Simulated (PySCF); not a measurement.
# UHF on Be⁺ (beryllium, charge +1)

Configuration: [He] 2s1, 2S determinant. Calculation: PySCF 2.14, in aug-cc-pVDZ (4s3p2d, 23 functions); no relativity, point nucleus.

* Total energy: -14.275632 hartree
* One-electron energy: -17.5889 hartree
* Hartree (Coulomb) energy: 5.8136 hartree
* Exchange energy: -2.5003 hartree
* Kinetic energy: 14.20695 hartree
* ⟨S²⟩: 0.7500
* ⟨L²⟩: 0.000
* Sum of ⟨r⟩: 3.141 bohr
* Sum of ⟨r²⟩: 6.713 bohr²
* Density at the nucleus (Gaussians lack the cusp): 33.4 bohr⁻³
* Spin density at the nucleus: 0.615 bohr⁻³
* Langevin diamagnetic susceptibility: -5.32 ×10⁻⁶ cm³/mol
* Time after the integrals: 0.07 s of wall time on 1 thread of Neoverse-N1 (shared host)

```csv
shell,electrons,mean orbital energy (hartree),"rms radius, mean of both spins (bohr)"
1s α,1,-5.16474,0.482
1s β,1,-5.13275,0.482
2s α,1,-0.66485,2.50
```
